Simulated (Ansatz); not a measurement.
Cartesian coordinates in Å:
```
Ga -0.344 -0.754 0.842
Se 0.776 0.451 -1.315
H -1.105 -1.842 -0.005
H 1.035 -1.131 1.503
H -1.145 0.484 1.395
H -0.439 1.123 -1.794
H 1.223 1.669 -0.626
```

The species carries charge 0 and has multiplicity 1.

Question: List the ωB97M-V/def2-TZVPP orbital energies in eV (the Gaussian-basis code of Ansatz). (Best estimate.)

Answer: The calculation gave: Occupied: -12369.64, -10152.68, -1589.93, -1424.69, -1424.66, -1424.62, -1256.22, -1110.39, -1110.30, -1110.30, -219.38, -162.33, -162.24, -162.06, -153.53, -106.03, -105.77, -105.77, -62.25, -62.22, -62.07, -62.00, -61.99, -25.16, -24.98, -24.98, -24.87, -24.87, -23.92, -15.15, -15.07, -13.32, -10.57, -10.19, -10.13. Lowest empty: 1.20, 1.21, 1.85, 3.49, 3.57, 3.66, 5.79, 5.92.
